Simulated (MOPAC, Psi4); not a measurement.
Internal rotation in SMILES c1c([SiH2]c2nccs2)[se]cc1. Scanned: dihedral Se3–C4–Si5–C6; all other coordinates were relaxed at GFN2-xTB. Points at φ and −φ are mirror images. Heavy atoms are numbered in the order of the SMILES c1c[se]c([SiH2]c2nccs2)c1, hydrogens after them in the order of the atoms that carry them; the mirror image has the same energies with the sign of each dihedral reversed. Each profile is relative to its own lowest point.

```
φ / °     A     B     C
-----  ----  ----  ----
-160    0.0   0.0  21.1
-140    1.1   0.6  20.4
-120    5.1   3.4  20.5
-100    6.3   5.1  21.3
-80     6.0   8.9  23.7
-60    10.4  27.2  23.6
-40     8.0  34.0  10.2
-20     6.3  32.5   2.2
0       6.2  31.7   0.0
20      6.3  32.5   2.2
40      8.0  34.0  10.2
60     10.4  27.2  23.6
80      6.0   8.9  23.7
100     6.3   5.1  21.3
120     5.1   3.4  20.5
140     1.1   0.6  20.4
160     0.0   0.0  21.1
180     0.9   0.2  21.8
```

Energies in kJ/mol.

Problem. Match the curves with the methods PBE0/def2-SVP // GFN2-xTB (Psi4); MOPAC with PM3, restricted, heats of formation // GFN2-xTB; PM6, restricted, heats of formation // GFN2-xTB in MOPAC.

Solution. A is PBE0/def2-SVP; B is PM6; C is PM3.
